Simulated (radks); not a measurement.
Q: The mean radii <r> (bohr) of the occupied orbitals of an atom or ion are listed with their occupations. Method: non-relativistic Kohn-Sham, RPBE, spin-unpolarised, spherical densities, point nucleus; computed with a radial shooting solver on a logarithmic mesh with Libxc functionals.

| orbital | occ. | <r> |
|---|---|---|
| 1s | 1 | 0.3830 |

Name the element and its charge.

A: Z = 4, beryllium, charge +3: Be3+ in 1s1. The 1s radius gives Z: for a bare nucleus <r> = 1.5/Z, 0.375 bohr for Z = 4, and the self-interaction of the functional makes it slightly larger (0.3830 here). The occupations add up to 1, and the charge is Z minus that.
